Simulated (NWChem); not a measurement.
# GeH2OCl2; SMILES [OH][GeH]([Cl])[Cl]

```xyz
6

Ge    -0.3494     0.3315     0.0000
O     -1.8640    -0.5962     0.0000
Cl     0.8390    -0.1793     1.7400
Cl     0.8390    -0.1793    -1.7400
H     -0.7368     1.8179     0.0000
H     -1.6976    -1.5587     0.0000
```
Atoms are numbered in this order, from 1.

Computed with NWChem. Coordinates come from a PBE-D3(BJ)/def2-SVP optimisation.

Problem. What does the run give for PBE/def2-SVP? Quantities: highest occupied level (eV); orbital gap (eV); dipole (D).

Solution. 
| Item | Result |
|---|---|
| highest occupied level (eV) | -7.43 |
| orbital gap (eV) | 5.60 |
| dipole (D) | 0.69 |
